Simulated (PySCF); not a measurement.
Input of a run (PBE0-D3(BJ)/def2-SVP geometry optimisation, gas phase (PySCF 2.14.0)), started from GFN2-xTB:
```
{"job": {"xc": "PBE0", "basis": "def2-SVP", "d3": "d3bj", "grid": 1, "kind": "geom"}, "charge": 0, "multiplicity": 1}
C      2.421916     1.001272    -0.152248
C      1.334594     0.249352    -0.099660
C      1.284698    -1.152589    -0.618338
C      0.041973     0.786909     0.491089
C     -0.512782    -0.197019     1.489350
C     -1.598407    -0.868835     1.175545
S     -2.177100    -0.370725    -0.445102
O     -1.887785    -1.395518    -1.413296
O     -3.528512     0.112200    -0.387373
C     -1.002136     1.022224    -0.597382
H      2.446833     2.006319     0.234247
H      3.335508     0.638994    -0.590972
H      2.142530    -1.357526    -1.253261
H      1.299463    -1.856686     0.214125
H      0.369256    -1.333611    -1.178824
H      0.267228     1.724687     1.009920
H      0.040609    -0.325757     2.407987
H     -2.115087    -1.616880     1.740925
H     -1.583177     1.923453    -0.430994
H     -0.584769     1.020416    -1.598775
```

Output (energies in Eh, forces in Eh/bohr):
```
step   0  E = -820.25098780  max force = 0.025563
step   1  E = -820.25624946  max force = 0.004216
step   2  E = -820.25632932  max force = 0.003792
step   3  E = -820.25647006  max force = 0.001549
step   4  E = -820.25650927  max force = 0.000546
step   5  E = -820.25656171  max force = 0.001503
step   6  E = -820.25664583  max force = 0.001810
step   7  E = -820.25668367  max force = 0.000860
step   8  E = -820.25669963  max force = 0.000538
step   9  E = -820.25670906  max force = 0.001220
step  10  E = -820.25671754  max force = 0.001611
step  11  E = -820.25672994  max force = 0.000933
step  12  E = -820.25674028  max force = 0.000494
step  13  E = -820.25674555  max force = 0.000798
step  14  E = -820.25674259  max force = 0.000900
step  15  E = -820.25673800  max force = 0.000451
step  16  E = -820.25673579  max force = 0.000204
step  17  E = -820.25673302  max force = 0.000272
step  18  E = -820.25673125  max force = 0.000231
optimisation converged
```

Question: Summarise the run.

Answer: The energy falls by 15.1 kJ/mol over 19 energy and gradient evaluations, the largest force component goes from 0.0256 to 2.3e-04 Eh/bohr, and the atoms move by 0.114 Å rms after alignment. The bond that changes most is S7=O8 (sulfonyl sulfur to sulfonyl oxygen), which lengthens by 0.023 Å. Bonds longer at the end by more than 0.005 Å: 16 of 20; shorter: 2. Among the angles that change most is O8–S7–O9, from 117.1° to 119.5°. The energy rose by more than 1e-6 Eh at steps 14, 15, 16, 17 and 18. The first step brought 92 % of the lowering.

Question: What are the final bond lengths?

Answer: C1=C2 1.337 Å, C2–C3 1.498 Å, C2–C4 1.519 Å, C4–C5 1.514 Å, C5=C6 1.331 Å, C6–S7 1.773 Å, S7=O8 1.462 Å, S7=O9 1.458 Å, S7–C10 1.814 Å, C4–C10 1.537 Å, C1–H11 1.094 Å, C1–H12 1.093 Å, C3–H13 1.098 Å, C3–H14 1.103 Å, C3–H15 1.102 Å, C4–H16 1.101 Å, C5–H17 1.094 Å, C6–H18 1.091 Å, C10–H19 1.098 Å, C10–H20 1.098 Å. Numbering counts from 1 in the input's order; the species is `[C@H]1(C=CS(=O)(=O)C1)C(C)=C`.

The run used 194 basis functions and 125 SCF cycles in all. Rough CPU time on one thread of a shared machine: about 12 min.

PBE0-D3(BJ)/def2-SVP frequencies: not computed here. The numbers are those of one conformer.
